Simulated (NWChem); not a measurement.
System: CH₃N₂S anion

Input file for NWChem:

```
start job
memory heap 200 mb stack 900 mb global 1100 mb
charge -1
geometry units angstroms noautosym nocenter noautoz
  N      1.159874    -1.172947     0.010874
  C      0.112167    -0.408126     0.015070
  N     -1.134234    -1.061050     0.043918
  S      0.037783     1.354135     0.003703
  H      1.991781    -0.587238     0.025580
  H     -1.088497    -2.018097    -0.290829
  H     -1.893999    -0.509919    -0.331356
end
basis spherical
  * library cc-pvtz
end
dft
  xc pbe0
  iterations 150
end
property
  efieldgrad
end
task dft property
```

Parts of the log:

```
             Northwest Computational Chemistry Package (NWChem) 7.3.0
             --------------------------------------------------------

                             Geometry "geometry" -> ""
                             -------------------------

 Output coordinates in angstroms (scale by  1.889725989 to convert to a.u.)

  No.       Tag          Charge          X              Y              Z
 ---- ---------------- ---------- -------------- -------------- --------------
    1 N                    7.0000     1.15987400    -1.17294700     0.01087400
    2 C                    6.0000     0.11216700    -0.40812600     0.01507000
    3 N                    7.0000    -1.13423400    -1.06105000     0.04391800
    4 S                   16.0000     0.03778300     1.35413500     0.00370300
    5 H                    1.0000     1.99178100    -0.58723800     0.02558000
    6 H                    1.0000    -1.08849700    -2.01809700    -0.29082900
    7 H                    1.0000    -1.89399900    -0.50991900    -0.33135600

 Effective nuclear repulsion energy (a.u.)     145.3388012157

                              NWChem Property Module
                              ----------------------

  itol2e modified to match energy
  convergence criterion.

                                 NWChem DFT Module
                                 -----------------

 Summary of "ao basis" -> "ao basis" (spherical)
 ------------------------------------------------------------------------------
       Tag                 Description            Shells   Functions and Types
 ---------------- ------------------------------  ------  ---------------------
 N                          cc-pvtz                 10       30   4s3p2d1f
 C                          cc-pvtz                 10       30   4s3p2d1f
 S                          cc-pvtz                 12       34   5s4p2d1f
 H                          cc-pvtz                  6       14   3s2p1d

  itol2e modified to match energy
  convergence criterion.

            General Information
            -------------------
          SCF calculation type: DFT
          Wavefunction type:  closed shell.
          No. of atoms     :     7
          No. of electrons :    40
           Alpha electrons :    20
            Beta electrons :    20
          Charge           :    -1
          Spin multiplicity:     1
          Use of symmetry is: off; symmetry adaption is: off
          Maximum number of iterations: 150
          AO basis - number of functions:   166
                     number of shells:    60
          Convergence on energy requested:  1.00D-07
          Convergence on density requested:  1.00D-05
          Convergence on gradient requested:  5.00D-04

              XC Information
              --------------
                         PBE0 Method XC Functional
                     Hartree-Fock (Exact) Exchange  0.250
          PerdewBurkeErnzerhof Exchange Functional  0.750
            Perdew 1991 LDA Correlation Functional  1.000 local
           PerdewBurkeErnz. Correlation Functional  1.000 non-local

             Grid Information
             ----------------
          Grid used for XC integration:  fine
          Radial quadrature: Mura-Knowles
          Angular quadrature: Lebedev.
          Tag              B.-S. Rad. Rad. Pts. Rad. Cut. Ang. Pts.
          ---              ---------- --------- --------- ---------
          N                   0.65       70          10.0       590
          C                   0.70       70           8.0       590
          S                   1.00      123          11.0       770
          H                   0.35       60          11.0       590
          Grid pruning is: on
          Number of quadrature shells:   513
          Spatial weights used:  Erf1

      Superposition of Atomic Density Guess
      -------------------------------------

 Sum of atomic energies:        -545.27603432

 Renormalizing density from      39.00 to     40

      Non-variational initial energy
      ------------------------------

 Total energy =    -555.623223
 1-e energy   =   -1064.192408
 2-e energy   =     363.230384
 HOMO         =       0.036363
 LUMO         =       0.290582

   convergence    iter        energy       DeltaE   RMS-Dens  Diis-err
 ---------------- ----- ----------------- --------- --------- ---------
 d= 0,ls=0.0,diis     1   -547.2289384537 -6.93D+02  8.44D-03  1.69D+00
 d= 0,ls=0.0,diis     2   -547.0299284534  1.99D-01  4.97D-03  3.45D+00
 d= 0,ls=0.0,diis     3   -547.3977728816 -3.68D-01  1.86D-03  1.65D-01
 d= 0,ls=0.0,diis     4   -547.4115410708 -1.38D-02  7.73D-04  2.69D-02
 d= 0,ls=0.0,diis     5   -547.4140793584 -2.54D-03  2.50D-04  3.18D-03
  Resetting Diis
 d= 0,ls=0.0,diis     6   -547.4144831970 -4.04D-04  5.29D-05  1.03D-04
 d= 0,ls=0.0,diis     7   -547.4144992958 -1.61D-05  9.72D-06  2.59D-06
 d= 0,ls=0.0,diis     8   -547.4144991245  1.71D-07  5.64D-06  4.25D-06
 d= 0,ls=0.0,diis     9   -547.4144995685 -4.44D-07  9.63D-07  6.01D-08
 d= 0,ls=0.0,diis    10   -547.4144995739 -5.43D-09  4.40D-07  1.03D-08

         Total DFT energy =     -547.414499573937
      One electron energy =    -1049.795070074323
           Coulomb energy =      403.000708305840
    Exchange-Corr. energy =      -45.958939021154
 Nuclear repulsion energy =      145.338801215700

 Numeric. integr. density =       40.000000002329

                       DFT Final Molecular Orbital Analysis
                       ------------------------------------

 Vector   18  Occ=2.000000D+00  E=-7.194921D-02
              MO Center= -1.6D-01, -8.8D-01,  5.7D-02, r^2= 2.5D+00
   Bfn.  Coefficient  Atom+Function         Bfn.  Coefficient  Atom+Function
  ----- ------------  ---------------      ----- ------------  ---------------
    73      0.320121  3 N  pz                70      0.290187  3 N  pz
    67      0.234932  3 N  pz                10     -0.228986  1 N  pz
    13     -0.215645  1 N  pz                 7     -0.185390  1 N  pz
    71     -0.130202  3 N  px               101     -0.115669  4 S  pz
    40     -0.108252  2 C  pz                34      0.102849  2 C  s

 Vector   19  Occ=2.000000D+00  E=-1.554654D-02
              MO Center=  2.3D-01,  8.5D-01, -1.1D-02, r^2= 2.7D+00
   Bfn.  Coefficient  Atom+Function         Bfn.  Coefficient  Atom+Function
  ----- ------------  ---------------      ----- ------------  ---------------
   101      0.418763  4 S  pz               107      0.416608  4 S  pz
   104      0.193725  4 S  pz                13     -0.192593  1 N  pz
    10     -0.178751  1 N  pz                 7     -0.146444  1 N  pz
   105      0.117879  4 S  px                99      0.116633  4 S  px
    72      0.058884  3 N  py               102      0.054276  4 S  px

 Vector   20  Occ=2.000000D+00  E=-1.298721D-02
              MO Center=  1.1D-01,  1.1D+00,  1.6D-02, r^2= 2.4D+00
   Bfn.  Coefficient  Atom+Function         Bfn.  Coefficient  Atom+Function
  ----- ------------  ---------------      ----- ------------  ---------------
   105      0.452449  4 S  px                99      0.446560  4 S  px
   102      0.206540  4 S  px                12     -0.135154  1 N  py
     9     -0.127285  1 N  py               101     -0.107387  4 S  pz
   107     -0.107695  4 S  pz                 6     -0.102096  1 N  py
    34      0.078065  2 C  s                 42     -0.068287  2 C  py

 Vector   21  Occ=0.000000D+00  E= 2.049980D-01
              MO Center= -1.3D+00, -1.4D+00, -4.3D-01, r^2= 5.1D+00
   Bfn.  Coefficient  Atom+Function         Bfn.  Coefficient  Atom+Function
  ----- ------------  ---------------      ----- ------------  ---------------
    64      1.414606  3 N  s                141     -1.288308  6 H  s
   155     -1.080632  7 H  s                 71     -0.537169  3 N  px
    95      0.448559  4 S  s                 42     -0.411112  2 C  py
    72     -0.359733  3 N  py                 4      0.351044  1 N  s
    41     -0.325293  2 C  px               140     -0.306853  6 H  s

[...]

          -----------------------
          Electric field gradient
          -----------------------

 1 a.u. = 0.324123 10**(16) esu/cm**3  ( or statvolts/cm**2 ) = 0.97174 10**(22) v/m**2

 ------------------------------------------------------------
   Atom      X         Y         Z
 ------------------------------------------------------------
    1 N    2.19184  -2.21655   0.02055
 ------------------------------------------------------------

 Electric field gradient in molecular frame (a.u.)
         XX             YY             ZZ             XY             XZ             YZ
 ------------------------------------------------------------------------------------------
       -0.501475       0.522130      -0.020654      -0.022352       0.006000      -0.009428

 Principal components (a.u.) and orientation
 of principal axis w.r.t. absolute frame                      Asymmetry parameter eta
 --------------------------------------------------------------------------------------
        0.522785      -0.502033      -0.020752                       0.920608

       -0.021917       0.999692       0.011648
        0.999605       0.021707       0.017841
       -0.017583      -0.012035       0.999773

 ------------------------------------------------------------
   Atom      X         Y         Z
 ------------------------------------------------------------
    2 C    0.21196  -0.77125   0.02848
 ------------------------------------------------------------

 Electric field gradient in molecular frame (a.u.)
         XX             YY             ZZ             XY             XZ             YZ
 ------------------------------------------------------------------------------------------
        0.184791       0.160298      -0.345089      -0.146303       0.025187       0.011945

 Principal components (a.u.) and orientation
 of principal axis w.r.t. absolute frame                      Asymmetry parameter eta
 --------------------------------------------------------------------------------------
       -0.347044       0.319524       0.027520                       0.841402

       -0.058327       0.736855       0.673530
       -0.040306      -0.675867       0.735921
        0.997484       0.015777       0.069121

 ------------------------------------------------------------
   Atom      X         Y         Z
 ------------------------------------------------------------
    3 N   -2.14339  -2.00509   0.08299
 ------------------------------------------------------------

 Electric field gradient in molecular frame (a.u.)
         XX             YY             ZZ             XY             XZ             YZ
 ------------------------------------------------------------------------------------------
       -0.413122      -0.493182       0.906304      -0.017847      -0.342756      -0.151042

 Principal components (a.u.) and orientation
 of principal axis w.r.t. absolute frame                      Asymmetry parameter eta
 --------------------------------------------------------------------------------------
        1.003613      -0.554976      -0.448637                       0.105956

       -0.232959       0.638102       0.733863
       -0.094888       0.736110      -0.670177
        0.967846       0.225759       0.110936

 ------------------------------------------------------------
   Atom      X         Y         Z
 ------------------------------------------------------------
    4 S    0.07140   2.55894   0.00700
 ------------------------------------------------------------

 Electric field gradient in molecular frame (a.u.)
         XX             YY             ZZ             XY             XZ             YZ
 ------------------------------------------------------------------------------------------
        1.476074      -2.298744       0.822671       0.124061      -0.016597       0.074749

 Principal components (a.u.) and orientation
 of principal axis w.r.t. absolute frame                      Asymmetry parameter eta
 --------------------------------------------------------------------------------------
       -2.304628       1.480451       0.824177                       0.284763

       -0.032893       0.999244       0.020736
        0.999169       0.032377       0.024747
       -0.024057      -0.021533       0.999479

 ------------------------------------------------------------
   Atom      X         Y         Z
 ------------------------------------------------------------
    5 H    3.76392  -1.10972   0.04834
 ------------------------------------------------------------

 Electric field gradient in molecular frame (a.u.)
         XX             YY             ZZ             XY             XZ             YZ
 ------------------------------------------------------------------------------------------
       -0.221220       0.013823       0.207396      -0.271646      -0.006625      -0.005127

 Principal components (a.u.) and orientation
 of principal axis w.r.t. absolute frame                      Asymmetry parameter eta
 --------------------------------------------------------------------------------------
       -0.399791       0.207539       0.192252                       0.038237

        0.835694       0.011792      -0.549068
        0.549022      -0.042976       0.834702
        0.013754       0.999007       0.042389

 ------------------------------------------------------------
   Atom      X         Y         Z
 ------------------------------------------------------------
    6 H   -2.05696  -3.81365  -0.54959
 ------------------------------------------------------------

 Electric field gradient in molecular frame (a.u.)
         XX             YY             ZZ             XY             XZ             YZ
 ------------------------------------------------------------------------------------------
        0.170406      -0.332511       0.162105       0.020164      -0.006392      -0.189601

 Principal components (a.u.) and orientation
 of principal axis w.r.t. absolute frame                      Asymmetry parameter eta
 --------------------------------------------------------------------------------------
       -0.397339       0.229117       0.168222                       0.153258

       -0.030017      -0.210313       0.977173
        0.946765      -0.319472      -0.039676
        0.320524       0.923962       0.208707

 ------------------------------------------------------------
   Atom      X         Y         Z
 ------------------------------------------------------------
    7 H   -3.57914  -0.96361  -0.62617
 ------------------------------------------------------------

 Electric field gradient in molecular frame (a.u.)
         XX             YY             ZZ             XY             XZ             YZ
 ------------------------------------------------------------------------------------------
       -0.157095       0.009961       0.147135       0.231492      -0.182102       0.111919

 Principal components (a.u.) and orientation
 of principal axis w.r.t. absolute frame                      Asymmetry parameter eta
 --------------------------------------------------------------------------------------
       -0.402521       0.232428       0.170093                       0.154861

        0.767549      -0.403659       0.497924
       -0.528984       0.039805       0.847698
        0.362001       0.914043       0.182977
```

Level: PBE0/cc-pVTZ. Sets without diffuse functions describe the anion's extra electron poorly. Geometry: optimised at B3LYP/def2-SVPD. NWChem prints the field gradient with the sign opposite to the second derivative of the potential.
